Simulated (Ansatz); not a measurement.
Total energies of CH3ClFY, SMILES `[CH3][Y]([F])[Cl]`.

Cartesian coordinates in Å:
```
C 0.005 0.372 1.035
Y 0.011 -0.121 -1.243
F 1.787 0.040 -2.108
Cl -1.783 -1.619 -2.037
H 0.060 -0.549 1.633
H 0.840 1.003 1.363
H -0.920 0.873 1.356
```

The species carries charge 0 and has multiplicity 1. Correlated methods include outer-core shells of Y, which these sets cover unevenly. Y: def2 effective core potential. Geometry: relaxed with PBE0-D4/def2-TZVP. Basis def2-TZVPP, Ansatz 0.2.0.

RPA on PBE orbitals: Hartree–Fock energy of these orbitals -636.63961 Eh, correlation -1.37868 Eh (frozen core).

| functional | energy without D4 (Eh) | D4 term (kJ/mol) |
| --- | --- | --- |
| HSE06 (plane-wave form) | -638.19882 | -9.4 |
| PBE-QIDH | -638.06240 | – |

(1) Give the same for LDA (SPW92), PBE, revPBE, BLYP, r2SCAN, B97M-V, PBE0, B3LYP, r2SCANh, r2SCAN0, BHLYP, CAM-B3LYP, LC-ωPBE, ωB97X-V, ωB97M-V, B2PLYP. (Best estimate.)

B3LYP takes the VWN-RPA correlation (the form of Gaussian; ORCA's B3LYP/G). HSE06 is the plane-wave form, built on full-range PBE exchange. The double hybrids freeze the cores in their second-order part.

Results:

(1) The calculation gave: 
```
 functional  energy without D4 (Eh)  D4 term (kJ/mol)
LDA (SPW92)              -635.90039                 –
        PBE              -638.18577             -11.4
     revPBE              -638.42396             -27.9
       BLYP              -638.45945             -23.6
     r2SCAN              -638.44475              -2.8
     B97M-V              -638.38347                 –
       PBE0              -638.21459              -9.9
      B3LYP              -638.55920             -18.5
    r2SCANh              -638.42452              -3.1
    r2SCAN0              -638.39540              -3.4
      BHLYP              -638.38870             -17.3
  CAM-B3LYP              -638.45931             -10.3
    LC-ωPBE              -638.34170                 –
    ωB97X-V              -638.38807                 –
    ωB97M-V              -638.37721                 –
     B2PLYP              -638.22469                 –
```

LC-ωPBE has ω = 0.4 bohr⁻¹.
